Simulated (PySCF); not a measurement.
Harmonic spectrum computed at PBE0 in the def2-TZVP basis family (core potentials from Rb on, PySCF, no spin–orbit coupling):

| ω (cm⁻¹) | IR (km/mol, summed over degenerate members) | degeneracy |
| --- | --- | --- |
| 571 | 8.2 | 2 |
| 642 | 106 | 1 |
| 749 | 118 | 2 |
| 1055 | 171 | 1 |
| 1862 | 670 | 2 |
| 1890 | 70.9 | 1 |

Question: Which molecule gave it? In each, all ligands are bound to the one heavy central atom.
A. H₃VO (singlet)
B. H₃TaO (singlet)
C. H₃SbO (singlet)
D. H₃NO (singlet)

Answer: B. It has C3v symmetry with Ta–H 1.782 Å (×3), Ta–O 1.692 Å.
